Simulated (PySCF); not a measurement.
Work out the structure from these simulated measurements.

Formula: C3H9ClSSi.

- 13C NMR: chemical shifts (computed TMS as zero) by class: 14.7 (1 C), 13.2 (1 C), 9.0 (1 C) ppm [GIAO PBE0/pcSseg-1]
- UV, strongest line: among the 8 lowest singlet transitions: S6 at 7.51 eV (165 nm, f = 0.059) [TDDFT CAM-B3LYP/def2-SVPD]
- 1H NMR: chemical shifts (computed TMS as zero) by class: 5.65 (1 H), 2.14 (3 H), 1.18 (3 H), 1.09 (1 H), 0.97 (1 H) ppm [GIAO PBE0/pcSseg-1]
- Rotational structure: rotational constants A, B, C: 2.549, 1.230, 0.887 GHz [GFN2-xTB]
- Polarisability: 96.7 au [CAM-B3LYP/def2-SVPD]
- Dipole: 0.79 D [CAM-B3LYP/def2-SVPD]
- NMR, other nuclei: isotropic shieldings of nuclei other than C and H, by class: 326 (1 Si), 650 (1 S), 958 (1 Cl) ppm [GIAO PBE0/pcSseg-1]
- Triplet: lowest triplet excitation (Tamm–Dancoff): 5.21 eV [TDA CAM-B3LYP/def2-SVPD]

The electronic properties come from PySCF, for the isolated species, density fitting. Levels stand in brackets. Geometry: GFN2-xTB, one conformer, isolated molecule. NMR classes are plain means over equivalent atoms (diastereotopic ones count apart unless rotation or inversion swaps them), as if these changed places fast.

**Question.** Propose a structure and show how it fits.

**Answer.** Numbering: `[CH3:1][CH2:2][Si@H:3]([Cl:4])[S:5][CH3:6]`. Its formula, C3H9ClSSi, gives 0 degrees of unsaturation, so no ring and no π bond. 3 carbons fall into 3 classes; from least to most shielded: sp3 carbon bound to silicon [C2] (14.7 ppm), S-methyl carbon [C6] (13.2 ppm), methyl carbon [C1] (9.0 ppm). Hydrogen classes from least to most shielded: 1 H on a chlorine-bound silicon, Si3 (5.65 ppm), 3 H on an S-methyl carbon, C6 (2.14 ppm), 3 H on a methyl carbon, C1 (1.18 ppm), 1 H on an sp3 carbon bound to silicon, C2 (1.09 ppm), 1 H on an sp3 carbon bound to silicon, C2 (0.97 ppm). The other shieldings belong to: 326 ppm, chlorine-bound silicon [Si3]; 650 ppm, sulfur bonded to C and Si [S5]; 958 ppm, silicon-bound chlorine [Cl4]. The optimised geometry has point group C1 and is an asymmetric top. Structure: `[Si@@H](Cl)(SC)CC`. The assignments are read from this structure; whether some other isomer fits the data as well wasn't checked. The mirror image fits equally.

Conformer computed: `[CH3:1][CH2:2][Si@H:3]([Cl:4])[S:5][CH3:6]`: C1–C2–Si3–Cl4 -63°, C2–Si3–S5–C6 169°.
